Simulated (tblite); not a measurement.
Isomers of C9H16. Computed with GFN2-xTB (tblite): harmonic, unscaled wavenumbers at the GFN2-xTB geometry, gas phase. Errors from tens to a few hundred cm⁻¹ against measured bands are possible. One conformer each.

Electronic energies: GFN2-xTB at the same geometries; isomer energies are rough at this level and their order can be wrong.

```
                SMILES  electronic energy, lowest = 0 (kJ/mol)
   C=C(C)/C(C)=C(\C)CC                                   160.7
   C#CC[C@@H](C)CC(C)C                                   207.5
C[C@@]12CCC[C@]1(C)CC2                                     0.0
```

Task: How do GFN2-xTB zero-point energies change the relative energies?

Result: 
```csv
SMILES,ZPE (kJ/mol),of it from modes above 1550 cm⁻¹,electronic (kJ/mol),"with ZPE, lowest = 0 (kJ/mol)",lowest mode (cm⁻¹),rings
C[C@@]12CCC[C@]1(C)CC2,601.4,287.8,0.0,0.0,93,2
C=C(C)/C(C)=C(\C)CC,583.1,310.5,160.7,142.4,29,0
C#CC[C@@H](C)CC(C)C,587.5,303.2,207.5,193.6,38,0
```

The zero-point energies span 18.3 kJ/mol, from `C=C(C)/C(C)=C(\C)CC` to `C[C@@]12CCC[C@]1(C)CC2`. The order is unchanged.

Task: What do entropy and thermal enthalpy add at 298.15 K and 1 bar (rigid rotor, harmonic oscillator, one conformer each)?

Result: 
| SMILES | point group | symmetry number | S (J/(mol K)) | H − H(0) (kJ/mol) | ZPE + H − H(0) − TS (kJ/mol) |
| --- | --- | --- | --- | --- | --- |
| C[C@@]12CCC[C@]1(C)CC2 | Cs | 1 | 376.1 | 25.98 | 515.2 |
| C=C(C)/C(C)=C(\C)CC | C1 | 1 | 456.0 | 34.90 | 482.1 |
| C#CC[C@@H](C)CC(C)C | C1 | 1 | 438.4 | 32.98 | 489.8 |
